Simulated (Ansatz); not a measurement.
Geometry optimisation, RKS PBE-D4/def2-SVP in Ansatz.

Input file:

```yaml
crystal:
  periodic: [false, false, false]
  atoms:
    - { symbol: Al, position_ang: [-0.46, -0.0135, -0.4237] }
    - { symbol: Cl, position_ang: [1.1213, -0.8888, -2.296] }
    - { symbol: O, position_ang: [-1.5848, -0.0766, -1.6046] }
    - { symbol: H, position_ang: [-0.5912, -0.4892, -2.2825] }
    - { symbol: C, position_ang: [0.2703, 0.3182, 1.3847] }
    - { symbol: H, position_ang: [1.1512, -0.3024, 1.5603] }
    - { symbol: H, position_ang: [0.5682, 1.3618, 1.5096] }
    - { symbol: H, position_ang: [-0.475, 0.0905, 2.1522] }
basis:
  gaussian: { orbitals: def2-SVP }
hamiltonian:
  xc: pbe
  dispersion: d4
relax:
  f_tol: 0.15
  max_steps: 25
  restrain:
    - { distance: [3, 1], at: 1.33, k: 30.0 }
    - { distance: [0, 1], at: 3.53, k: 30.0 }
    - { distance: [3, 2], at: 2.27, k: 30.0 }
```

Command:

```bash
$ ansatz run input.yaml --threads 2 --pin off --max-ram 3072MiB --backend cpu --events-out ev --progress --plain --runs-dir out
```

Q: Where does it end, and by what steps?

A: The forces met the threshold. The restraints hold the end off the free minimum. After 7 steps the energy has risen by 1.177 eV (the restraints' own energy left out); H4 moved furthest, 0.71 Å. Joined: Cl2–H4 (1.76 → 1.32 Å).

```json
{"step": "0", "energy less start (eV)": "0.0000", "largest force component (eV/Å)": "2.696", "accepted": "yes"}
{"step": "1", "energy less start (eV)": "0.8673", "largest force component (eV/Å)": "1.680", "accepted": "yes"}
{"step": "2", "energy less start (eV)": "1.1627", "largest force component (eV/Å)": "2.106", "accepted": "yes"}
{"step": "3", "energy less start (eV)": "1.2685", "largest force component (eV/Å)": "1.870", "accepted": "yes"}
{"step": "4", "energy less start (eV)": "1.2081", "largest force component (eV/Å)": "0.953", "accepted": "yes"}
{"step": "5", "energy less start (eV)": "1.2249", "largest force component (eV/Å)": "0.589", "accepted": "no"}
{"step": "6", "energy less start (eV)": "1.1844", "largest force component (eV/Å)": "0.353", "accepted": "yes"}
{"step": "7", "energy less start (eV)": "1.1772", "largest force component (eV/Å)": "0.273", "accepted": "yes"}
```

```xyz
8
Properties=species:S:1:pos:R:3
Al -0.831 0.164 -0.121
Cl 1.213 -1.023 -2.737
O -1.789 0.020 -1.434
H -0.078 -0.736 -2.702
C 0.215 0.365 1.508
H 1.088 -0.319 1.487
H 0.586 1.406 1.603
H -0.404 0.123 2.395
```

Time of the run: 15 s on 2 threads of Arm Neoverse V1 (shared host), peak memory 0.14 GiB.
